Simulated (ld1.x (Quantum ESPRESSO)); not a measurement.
## Ranking ultrasoft potentials for Cu (Z = 29)

All share these settings but for the change named:

- Element: copper (Cu)
- Generator: ld1.x (Quantum ESPRESSO) 7.5
- Type: ultrasoft
- Functional: PBE
- Relativity: scalar-relativistic
- Frozen core: [Ar]
- Valence charge: 11
- Reference configuration: 3d10 4s0 4p0 (charge +1)
- Partial waves: 4s (bound, empty): rcut 1.50, rcutus 1.85 bohr; 4s channel at 0.3 Ry: rcut 1.50, rcutus 1.85 bohr; 4p (bound, empty): rcut 1.85, rcutus 2.60 bohr; 4p channel at 2.4 Ry: rcut 1.85, rcutus 2.60 bohr; 3d (bound): rcut 0.90, rcutus 0.95 bohr; 3d channel at 1 Ry: rcut 0.90, rcutus 0.95 bohr; 4f channel at 0.25 Ry: rcut 1.65, rcutus 2.25 bohr; 4f channel at 2.8 Ry: rcut 1.65, rcutus 2.25 bohr
- Local potential: all-electron potential smoothed inside 2.05 bohr (lloc = -2)
- Core correction: Bessel-smoothed model core inside 0.80 bohr
- Augmentation charge: built from norm-conserving waves at rcut, not smoothed further

Cutoff: the first of the cutoffs (Ry, on a coarse ladder) from which the occupation-weighted sum of valence levels, in a spherical-Bessel basis at the reference potential, stays within 10 and 1 mRy of its value at 400 Ry; the density cutoff is not measured.

The base gives 160 Ry.

Of 8 variants that were run, those that failed, showed a ghost or another fault, or gave nearly equal values are left out.

A variant can come out equal or close to the base.

**Question.** Rank these variants from softest to hardest (loose cutoff).
A. waves 3d (bound): rcut 0.64, rcutus 0.68 bohr; 3d channel at 1 Ry: rcut 0.64, rcutus 0.68 bohr
B. all radii but the core radius scaled by about 1.08 (s 2.00, p 2.80, d 1.02, f 2.42 bohr, rcut 1.62/2.00/0.98/1.78); local potential all-electron potential smoothed inside 2.20 bohr (lloc = -2)
C. waves 4f channel at 0.25 Ry: rcut 1.65, rcutus 2.52 bohr; 4f channel at 2.8 Ry: rcut 1.65, rcutus 2.52 bohr

**Answer.** B (140 Ry), C (160 Ry), A (300 Ry).
